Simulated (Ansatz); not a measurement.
Frontier orbitals of CH2Cl2OSi, SMILES `ClC1(Cl)O[SiH2]1`.

Charge 0, multiplicity 1. All single points use the PBE0-D4/def2-TZVP geometry. Basis def2-TZVPP, the Gaussian-basis code of Ansatz.

```csv
functional,HOMO (eV),LUMO (eV),gap (eV)
PBE,-6.48,-2.31,4.17
PBE0,-7.71,-1.47,6.24
r2SCANh,-7.19,-1.80,5.39
HSE06 (plane-wave form),-7.32,-1.85,5.47
BHLYP,-8.86,-0.61,8.25
LC-ωPBE,-10.38,0.72,11.10
ωB97X-V,-10.02,0.59,10.61
ωB97M-V,-9.88,0.34,10.22
```

A quarter of exact exchange (PBE0) shifts PBE's HOMO by −1.23 eV and its LUMO by +0.84 eV; full exchange at long range (ωB97M-V) shifts them by −3.39 and +2.65 eV. The gap opens from 4.17 to 10.22 eV, since occupied levels lose self-interaction and empty ones feel all the electrons. A positive LUMO is unbound and depends on the basis.

LC-ωPBE has ω = 0.4 bohr⁻¹.
